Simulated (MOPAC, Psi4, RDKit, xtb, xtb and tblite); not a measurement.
Two geometries of C3H9FSi, SMILES CCC[SiH2]F, singlet, relaxed at GFN2-xTB with one dihedral held; other torsions can differ between them too.

Structure A

```
14

C      1.6114    -0.7238    -0.0669
C      0.9441     0.5890    -0.4541
C     -0.3906     0.8300     0.2551
Si    -0.4742     0.3335     2.0848
F     -1.8791     0.9143     2.6311
H      0.9367    -1.5604    -0.2356
H      1.8943    -0.7165     0.9827
H      2.5076    -0.8825    -0.6632
H      1.6278     1.4060    -0.2083
H      0.7885     0.6121    -1.5355
H     -1.1696     0.2699    -0.2720
H     -0.6602     1.8833     0.1512
H      0.5309     0.9853     2.9148
H     -0.5798    -1.1015     2.3093
```

Structure B

```
14

C     -1.4992    -0.7941    -0.1520
C     -0.8966     0.5633    -0.4876
C      0.3250     0.8902     0.3703
Si     1.7655    -0.3344     0.2129
F      3.0554     0.3962     0.8534
H     -0.7966    -1.5922    -0.3804
H     -1.7480    -0.8486     0.9058
H     -2.4080    -0.9608    -0.7262
H     -1.6562     1.3363    -0.3410
H     -0.6139     0.5790    -1.5427
H      0.6831     1.8876     0.1011
H      0.0114     0.9532     1.4157
H      1.6153    -1.5436     1.0110
H      2.1411    -0.5903    -1.1715
```

Question: Which is lower in energy at the level PBE0-D3(BJ)/def2-TZVP // GFN2-xTB (Psi4), and by how much?

Answer: B is lower, by 3.33 kJ/mol (dihedral C1–C2–C3–Si4: 40° in A, 60° in B).

E(B) − E(A) in kJ/mol at the other levels, on the same two geometries: GFN2-xTB (xtb and tblite) -3.62; MMFF94 // GFN2-xTB (RDKit) -11.69; PBE0/def2-TZVP // GFN2-xTB (Psi4) -3.51; PBE/def2-TZVP // GFN2-xTB (Psi4) -3.45; PBE-D3(BJ)/def2-TZVP // GFN2-xTB (Psi4) -3.25; UFF // GFN2-xTB (RDKit) -11.49; PM6, restricted, heats of formation // GFN2-xTB (MOPAC) -1.59; AM1, restricted, heats of formation // GFN2-xTB (MOPAC) -6.18; GFN1-xTB // GFN2-xTB (xtb) -0.78.

MMFF94 has few fitted parameters for silicon.
